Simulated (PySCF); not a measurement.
# Bond lengths and vibrations by method: BClGeH3 cation

All numbers below are calculated, not measured. The program is PySCF 2.14.0, an open-source quantum chemistry code, run on an isolated molecule that a program drew, which may never have been made. The molecule is BClGeH3 cation (charge +1, singlet), drawn as the SMILES string `Cl[BH][GeH2+]`.

The geometry was optimised and harmonic frequencies were computed with HF and MP2, all in the cc-pV(D+d)Z basis, for the commonest isotopes, with a restricted reference for singlets and an unrestricted one otherwise, and a frozen core in MP2. Germanium has the cc-pVDZ-PP basis, with a core potential (ECP10MDF) in place of its 10 inner electrons, and its 3s, 3p and 3d shells are frozen in MP2. Each result is a local minimum of its method.

Geometry at the HF minimum:
```xyz
6
BClGeH3 cation, angstrom
Cl   -1.2078   -0.7369   -1.4587
B    -0.2824   -1.2884   -0.1253
Ge   -1.4058   -1.9753    1.5206
H     0.9013   -1.3031   -0.0834
H    -1.8705   -3.4136    1.6611
H    -1.8712   -1.0658    2.6433
```

Lengths of the bonds as drawn, in Å (atoms numbered as above):
```
  bond     HF    MP2
Cl1-B2  1.714  1.710
B2-Ge3  2.108  2.101
 B2-H4  1.185  1.195
Ge3-H5  1.518  1.528
Ge3-H6  1.518  1.528
```

Rotational constants, in GHz:
| constant | HF | MP2 |
|---|---|---|
| A | 28.19 | 27.34 |
| B | 1.902 | 1.944 |
| C | 1.824 | 1.859 |

Harmonic frequencies in cm^-1, each column in rising order, so a row needn't be the same motion in every method:
| rank | HF | MP2 |
|---|---|---|
| 1 | 129 | 95 |
| 2 | 134 | ? |
| 3 | 409 | 383 |
| 4 | 489 | 478 |
| 5 | 675 | 644 |
| 6 | 780 | 741 |
| 7 | 916 | 882 |
| 8 | 936 | 914 |
| 9 | 1098 | 1060 |
| 10 | 2301 | 2230 |
| 11 | 2322 | 2259 |
| 12 | 2843 | 2762 |

**Estimate the missing MP2 frequency from the HF column.**

A single factor s that minimises the squared misfit of MP2 against s times HF over the other rows is sum(HF x MP2) / sum(HF^2) = 0.9696, with an rms misfit of 12 cm^-1. For rank 2 it gives 0.9696 x 134 = 130 cm^-1. The calculation gives 133 cm^-1, 3 cm^-1 above the estimate. The drawn bonds are on average 0.3 % longer in MP2 than in HF.
